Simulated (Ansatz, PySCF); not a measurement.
Molecule: GaI, charge 0, multiplicity 1. SMILES: [I][Ga]
Geometry from a B3LYP-D3(BJ)/def2-TZVP (Ansatz, a first-principles code) optimisation:
```
Ga
I 1 2.6178
```
Charge 0, spin multiplicity 1.

Property: atomisation energy (electronic, to ground-state atoms), in kcal/mol. Cores are frozen in the correlated levels unless marked. Open shells are spin-unrestricted. Spin-orbit coupling is left out. Frozen are the shells of the preceding noble gas and the d and f shells that filled before the atom's block. In def2 rows, elements after Kr have scalar-relativistic effective core potentials. The coupled-cluster limit lacks core correlation, which all-electron functionals hold. CBS(X,Y): correlation extrapolated as X^-3; Hartree-Fock from the larger set. The bracket is a focal-point correction in the basis named.

| level | program | atomisation energy (kcal/mol) | minus last row |
|---|---|---|---|
| HF/def2-TZVPP | Ansatz | 62.1 | -25.3 |
| PBE-D3(BJ)/def2-TZVPD | Ansatz + dftd3 | 91.3 | 3.9 |
| BLYP-D3(BJ)/def2-TZVPD | Ansatz + dftd3 | 88.4 | 1.0 |
| revPBE-D4/def2-TZVPD | Ansatz + dftd4 | 88.0 | 0.6 |
| TPSS-D3(BJ)/def2-TZVPD | PySCF + dftd3 | 90.9 | 3.5 |
| r2SCAN/def2-TZVPD | Ansatz | 88.8 | 1.4 |
| B3LYP-D4/def2-TZVPD | Ansatz + dftd4 | 87.3 | -0.1 |
| BHLYP/def2-TZVPD | Ansatz | 82.2 | -5.2 |
| TPSSh-D3(BJ)/def2-TZVPD | PySCF + dftd3 | 90.0 | 2.6 |
| MN15-D3(BJ)/def2-TZVPD | PySCF + dftd3 | 85.1 | -2.3 |
| MN15/def2-TZVPD | PySCF | 85.1 | -2.3 |
| LC-wPBE-D3(BJ)/def2-TZVPD | Ansatz + dftd3 | 83.4 | -4.0 |
| RPA@PBE/def2-TZVPP | Ansatz | 73.3 | -14.1 |
| RPA@PBE/def2-QZVPP | Ansatz | 75.1 | -12.3 |
| MP2/def2-SVPD | Ansatz | 83.2 | -4.2 |
| MP2/def2-QZVPPD | Ansatz | 88.2 | 0.8 |
| RI-MP2/def2-QZVPP | Ansatz | 88.1 | 0.7 |
| RI-MP2/def2-QZVPPD | Ansatz | 88.2 | 0.8 |
| CCSD(T)/def2-TZVPP | Ansatz | 83.5 | -3.9 |
| RI-MP2/CBS(def2-TZVPP,def2-QZVPP)+[CCSD(T)-MP2]/def2-TZVPP | Ansatz | 87.4 | 0.0 |
| CCSD(T)/CBS(def2-TZVPPD,def2-QZVPPD) | Ansatz | 87.4 | 0.0 |
